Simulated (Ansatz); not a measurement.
The cluster Sn₆. Charge 0, multiplicity 1. Geometry PBE-D4/def2-SVP.

```xyz
6

Sn    0.7832   -1.0150    0.8173
Sn   -0.7279    0.4840   -3.5721
Sn   -0.8813    1.2703    2.0216
Sn    1.4699   -0.5751   -1.9986
Sn    0.4616   -0.7916    3.5615
Sn   -1.1056    0.6274   -0.8298
```

In the def2 sets Sn takes a core potential; there is no spin–orbit coupling. The restricted singlet is unstable towards broken spin symmetry in Hartree–Fock (as tested in another run); at PBE-D4/def2-TZVP, r2SCAN-D4/def2-TZVP, PBE0-D4/def2-TZVP, CAM-B3LYP-D4/def2-TZVP and others this wasn't settled. Another isomer (singlet) lies 1.81 eV lower at PBE0-D4/def2-TZVP; other spin states weren't run for this one.

Q: Estimate the orbital energies around the gap (eV) in Ansatz with PBE-D4/def2-TZVP, r2SCAN-D4/def2-TZVP, PBE0-D4/def2-TZVP, CAM-B3LYP-D4/def2-TZVP, ωB97X-V/def2-TZVP.

A: 
```tsv
orbital	PBE-D4/def2-TZVP	r2SCAN-D4/def2-TZVP	PBE0-D4/def2-TZVP	CAM-B3LYP-D4/def2-TZVP	ωB97X-V/def2-TZVP
HOMO−5	-5.82	-6.06	-6.53	-7.44	-8.35
HOMO−4	-5.67	-5.93	-6.48	-7.34	-8.14
HOMO−3	-5.58	-5.83	-6.33	-7.23	-8.11
HOMO−2	-5.37	-5.60	-6.09	-6.96	-7.77
HOMO−1	-4.76	-4.95	-5.41	-6.22	-6.98
HOMO	-4.53	-4.71	-5.08	-5.80	-6.52
LUMO	-3.49	-3.52	-3.03	-2.24	-1.54
LUMO+1	-3.32	-3.36	-2.80	-1.96	-1.21
LUMO+2	-2.98	-3.00	-2.52	-1.74	-1.04
LUMO+3	-2.70	-2.66	-2.13	-1.28	-0.50
LUMO+4	-2.29	-2.21	-1.75	-0.92	-0.14
LUMO+5	-1.94	-1.86	-1.28	-0.34	0.53
```
